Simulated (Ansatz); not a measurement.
`BCBCC` + HCl → `BCBCl` + ethane  (ligand exchange at a B–C bond)

Program: Ansatz. Geometries: PBE0-D4/def2-TZVP. ΔE: electronic, gas phase. CCSD(T)/CBS adds triple-zeta CCSD(T) − MP2 to the extrapolated MP2 energy (def2 sets, frozen cores). This one scheme is used for every species. Functionals use def2-TZVPP. B3LYP here is the variant with VWN-RPA as its local correlation; programs differ in this. One conformer a species, not always the lowest.

```csv
level,ΔE (kJ/mol),difference from CCSD(T)/CBS
PBE-D4,-100.5,-1.3
PBE0-D4,-100.1,-0.9
B3LYP-D4,-101.9,-2.7
ωB97M-V,-99.6,-0.4
B2PLYP,-105.3,-6.1
PBE,-102.8,-3.6
r2SCAN,-104.1,-4.9
PBE0,-102.3,-3.1
HF/def2-TZVPP,-108.3,-9.1
CCSD/def2-TZVPP,-99.5,-0.3
CCSD(T)/def2-TZVPP,-100.1,-0.9
HF/def2-QZVPP,-107.5,-8.3
SCS-MP2/def2-QZVPP,-103.2,-4.0
HF/CBS(def2),-107.4,-8.2
MP2/CBS(def2),-103.0,-3.8
CCSD/CBS(def2),-98.6,0.6
CCSD(T)/CBS,-99.2,0
```

Largest T1 diagnostic among the species: 0.012.

The D4 term adds +3.3 kJ/mol with B3LYP and +2.2 kJ/mol with PBE0; it sums over pairs of atoms, weighted by their polarisabilities, and B3LYP, whose exchange is more repulsive, gets the larger term. In def2-TZVPP, CCSD(T) changes the Hartree–Fock value by +8.2 kJ/mol (the triples alone add −0.6 kJ/mol) and MP2 by +4.4 kJ/mol.
